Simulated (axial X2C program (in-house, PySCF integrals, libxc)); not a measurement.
Results of a calculation; reference values are marked as such.
**ZrO⁻: input and output**

Program: an in-house all-electron X2C program for linear molecules (integrals from PySCF).

The run was started with this input:
```json
{"zs": [40, 8], "q": -1, "bas": ["dyall-acv3z", "dyall-av3z"], "levels": ["PBE0", "HF", "B97-3"], "cc": true, "r0": 1.84, "thr": -1.0, "nmax": 90, "npts": 10, "nst": 2, "ntry": 6}
```
```bash
python so2c.py task.json out
```

Keys: zs atomic numbers; q charge; bas basis sets; levels methods; cc coupled cluster on or off; r0 starting distance in Å; thr threshold in hartree for freezing inner shells (an s shell follows its p shell); nmax most natural virtual spinors; npts points on the curve; nst determinants followed; ntry starts of the search. HF also brings MP2.

Output of the HF step, with spin–orbit coupling, at R = 1.744 Å for the state Ω = 3/2. It starts from PBE0 orbitals of this distance.

```
two-component X2C + atomic mean field  HF
basis functions 224  fitting functions 1043  grid points 5075
iter        total energy     max residual
   1      -3669.848174536     2.69e-01
   2      -3669.876281779     1.19e-02
   3      -3669.877515356     1.30e-02
   4      -3669.881355743     3.09e-03
   5      -3669.881858918     2.04e-03
   6      -3669.882154431     9.63e-04
   7      -3669.882349284     6.75e-04
   8      -3669.882545112     6.76e-04
   9      -3669.882765667     8.09e-04
  10      -3669.882762122     8.06e-04
  11      -3669.882557885     4.83e-04
  12      -3669.882491054     1.59e-04
  13      -3669.882483858     8.92e-05
  14      -3669.882486682     5.02e-05
  15      -3669.882488143     3.05e-05
  16      -3669.882488721     1.47e-05
  17      -3669.882488832     8.96e-06
  18      -3669.882488867     5.07e-06
  19      -3669.882488880     3.67e-06
  20      -3669.882488881     1.68e-06
converged
one-electron -5268.95296200  Coulomb 1624.95479075  exact exchange -121.37913508  xc functional 0.00000000  nuclear repulsion 97.09673595  atomic mean-field constant -1.60191850
correlated 11  virtual 325  natural virtual 90  E(MP2) -0.363387893  MP2 remainder -0.020811021
iter   CCSD correlation   residual
   1     -0.311789077   2.60e-01
   2     -0.330630777   1.65e-01
   3     -0.338198082   7.76e-02
   4     -0.339010050   4.03e-02
   5     -0.339653592   2.08e-02
   6     -0.339996405   1.01e-02
   7     -0.340023655   4.76e-03
   8     -0.340044964   2.01e-03
   9     -0.340081428   1.08e-03
  10     -0.340051337   6.12e-04
  11     -0.340069146   3.59e-04
  12     -0.340067093   2.31e-04
  13     -0.340066036   1.63e-04
  14     -0.340065153   1.19e-04
  15     -0.340064214   8.56e-05
  16     -0.340063261   5.52e-05
  17     -0.340063966   3.25e-05
  18     -0.340063805   2.09e-05
  19     -0.340063838   1.46e-05
  20     -0.340063782   9.40e-06
  21     -0.340063830   5.53e-06
  22     -0.340063709   3.56e-06
  23     -0.340063786   2.37e-06
  24     -0.340063765   1.59e-06
  25     -0.340063779   1.15e-06
(T) -0.021179071  T1 0.0831  D1 0.2347  max T2 0.195
```
Energies are in hartree; totals compare only within one Hamiltonian and basis. T1 is large, a sign of multireference character or of a spin-contaminated reference. T1 in the output is the amplitude norm over the root of the electron number; divide by √2 for the Lee–Taylor value. The determinant is spin-polarised beyond a pure state at some levels (its spin-free form has ⟨S²⟩ too high), which makes Re and μ there less reliable.
